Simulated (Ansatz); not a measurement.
C₄H₇, charge -1, singlet, at a GFN2-xTB geometry (a gas-phase anion, which may not be bound at this level); MP2/pcseg-0 run with Ansatz (a first-principles code).

Here is a job for Ansatz.
Ansatz 0.2 input:
```yaml
crystal:
  periodic: [false, false, false]
  atoms:
    - {symbol: C, position_ang: [-0.19024082, 0.13060277, 1.42330928]}
    - {symbol: C, position_ang: [-0.00498966, 0.11664803, 0.05908609]}
    - {symbol: H, position_ang: [-0.28744948, 1.05632604, 1.97577308]}
    - {symbol: H, position_ang: [-0.20755370, -0.77968074, 2.01169741]}
    - {symbol: C, position_ang: [0.08676696, 1.20492954, -0.78061181]}
    - {symbol: H, position_ang: [0.17732246, 1.09117949, -1.85501323]}
    - {symbol: H, position_ang: [-0.03223483, 2.21755638, -0.41733078]}
    - {symbol: C, position_ang: [0.10356375, -1.24871026, -0.60034753]}
    - {symbol: H, position_ang: [0.36600386, -2.02101005, 0.12619141]}
    - {symbol: H, position_ang: [-0.84814294, -1.53662037, -1.06173446]}
    - {symbol: H, position_ang: [0.86145311, -1.24857125, -1.38819972]}
basis:
  gaussian:
    orbitals: pcseg-0.json
total_charge: -1
magnetization: {spin_polarized: false}
correlation: {method: mp2}
```
The basis file holds pcseg-0 in the JSON format of the Basis Set Exchange.

It wrote (shortened):

```
Functional definition: HF
701 factors; integrals over basis functions are off by at most 5.0e-4 eV
mean field evaluation 1: about -4216.0641 eV, gradient 2.5e1 eV
mean field evaluation 2: about -4216.0581 eV, gradient 2.5e1 eV
mean field evaluation 4: about -4217.9870 eV, gradient 2.7e0 eV
mean field evaluation 8: about -4218.0082 eV, gradient 3.3e-2 eV
mean field -4218.00819981 eV, -155.0089422743 hartree, gradient 1.3e-6 eV, S^2 0.000000; 0 other end points of the search recorded, 0 dependent functions left out
4 core orbitals not correlated
reference -4218.00819981 eV, -155.0089422743 hartree; 12, 12 occupied and 34, 34 virtual orbitals, 701 factors
second order -9.91292253 eV of doubles, -0.00000000 eV of singles
Total energy: -4227.92112234 eV, -155.3732354582 hartree
```
